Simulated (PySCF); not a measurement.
## HTlS at several levels of theory

All levels use the PBE0 minimum (singlet; Tl–H 1.670 Å, Tl–S 2.207 Å; H–Tl–S 180.0°), basis [Tl def2-TZVP with ECP60, S def2-TZVP, H def2-TZVP], scalar-relativistic core potentials, density fitting, no spin–orbit coupling, PySCF. For vertical energies the ionised species is a doublet (spins chosen at PBE0 and kept) and the electron-attached one a doublet. Atomisation goes to high-spin ground-configuration atoms, without zero-point energy. Open shells are unrestricted, also as the reference of the correlated levels. A dash marks a value that was not computed or is not defined at that level.

Z-matrix (Å, degrees; charge 0 multiplicity 1):
```
Tl
S  1 2.2067
H  1 1.6702 2 180.00
```

| level | atomisation (kJ/mol) | vertical IP (eV) | vertical EA (eV) | −ε(HOMO) (eV) | gap (eV) | dipole (D) |
| --- | --- | --- | --- | --- | --- | --- |
| PBE0 | 529 | 8.78 | -0.01 | 6.81 | 5.24 | 4.25 |
| HF | 279 | 7.41 | -0.45 | 9.08 | 9.79 | 5.15 |
| MP2 | ? | ? | ? | – | – | – |
| PBE | ? | ? | ? | ? | ? | ? |

**Question.** Fill in the row of PBE.

**Answer.** atomisation (kJ/mol) 552, vertical IP (eV) 8.91, vertical EA (eV) -0.05, −ε(HOMO) (eV) 5.80, gap (eV) 3.58, dipole (D) 3.81.

**Question.** Fill in the row of MP2.

**Answer.** atomisation (kJ/mol) 497, vertical IP (eV) 8.94, vertical EA (eV) -0.19.

Without diffuse functions attachment energies tend to come out too low.

Spin–orbit coupling, left out here, can matter for elements this heavy.
